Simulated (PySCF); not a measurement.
Species: C₉H₁₂Se.
Structure used (PBE0-D3(BJ)/def2-SVP), in Å, numbered top down from 1:
```xyz
22
C9H12Se angstrom
C      3.396    0.603    1.022
Se     1.546    1.170    1.061
C      0.849   -0.116   -0.117
C      1.470   -1.122   -0.779
C      0.472   -1.841   -1.573
C     -0.740   -1.278   -1.395
C     -0.619   -0.121   -0.446
C     -1.672   -0.130    0.704
C     -2.553    0.818   -0.126
C     -1.306    1.187   -0.946
H      3.793    0.674    0.000
H      3.952    1.282    1.681
H      3.486   -0.427    1.395
H      2.530   -1.374   -0.743
H      0.696   -2.701   -2.207
H     -1.682   -1.586   -1.850
H     -2.071   -1.111    0.997
H     -1.263    0.367    1.597
H     -3.073    1.628    0.405
H     -3.293    0.269   -0.728
H     -0.790    2.068   -0.535
H     -1.399    1.308   -2.035
```

The calculation used PySCF, PBE0-D3(BJ)/def2-SVP geometry optimisation, gas phase.

Take the most abundant isotopes and a rigid rotor. The values belong to one conformer with, in the numbering `[CH3:1][Se:2][C:3]1=[CH:4][CH:5]=[CH:6][C:7]12[CH2:8][CH2:9][CH2:10]2`, C1–Se2–C3–C4 0°.

Task: What are A, B and C (MHz)?

Result: Ia = 311.73, Ib = 664.63, Ic = 894.67 u·Å²; 505379 MHz·u·Å²/I gives A = 1621, B = 760.4, C = 564.9 MHz.

Task: Classify the top.

Result: An asymmetric top; Ray's κ = -0.630.

Task: What does the inertial defect say?

Result: Not planar: Δ = Ic − Ia − Ib = -81.68 u·Å². For a rigid frame Δ = −2 Σ m c², so Σ m c² = 40.84 u·Å² lies off the ab plane: 13.31 from hydrogen and 27.53 from heavier atoms. The atom farthest from that plane is 1.97 Å away.

Task: Predict some low-J microwave lines.

Result: The dipole components are |μa| = 0.50 D, |μb| = 0.30 D, |μc| = 0.00 D; the mirror of this Cs structure is the ab plane, so μc vanishes by symmetry and there are no c-type lines. Intensities carry the squares of the components, which stand as 1.00 : 0.37 (a : b). Some lines, for components of 0.1 D or more:

```csv
type,branch,"J(Ka,Kc)",MHz,lower level (cm⁻¹)
a,Q,"4(2,2) ← 4(2,3)",407,0.569
a,Q,"3(1,2) ← 3(1,3)",1170,0.277
b,R,"3(1,2) ← 2(2,1)",1666,0.261
b,Q,"4(1,3) ← 4(0,4)",2255,0.428
b,Q,"3(2,2) ← 3(1,3)",3480,0.277
a,R,"3(2,1) ← 2(2,0)",4090,0.262
a,R,"4(1,4) ← 3(1,3)",4858,0.277
b,R,"4(1,4) ← 3(0,3)",5357,0.260
b,Q,"4(4,0) ← 4(3,1)",6645,0.733
b,R,"3(3,1) ← 2(2,0)",8756,0.262
b,R,"4(3,1) ← 3(2,2)",10183,0.393
b,R,"5(2,3) ← 4(1,4)",11323,0.439
b,R,"5(4,1) ← 4(3,2)",13358,0.732
```

Task: Estimate the classical rotational partition function at 10 K, 50 K and 298.15 K.

Result: Point group Cs, symmetry number σ = 1; q = (√π/σ)·√((kT/h)³/(ABC)), k/h = 20836.6 MHz/K: 6390 at 10 K, 71400 at 50 K, 1040000 at 298.15 K.

Not checked by PBE0-D3(BJ)/def2-SVP frequencies. These are rigid-rotor constants of the computed structure; measured ground-state constants (B0) also hold zero-point vibration. A rigid rotor knows nothing of internal rotation, which can split or shift real lines.

Hardware: one thread, Arm Neoverse V2 (aarch64), shared host. Cost: 4.4 min wall, 1.1 GiB resident at most. These figures are those of the optimisation.
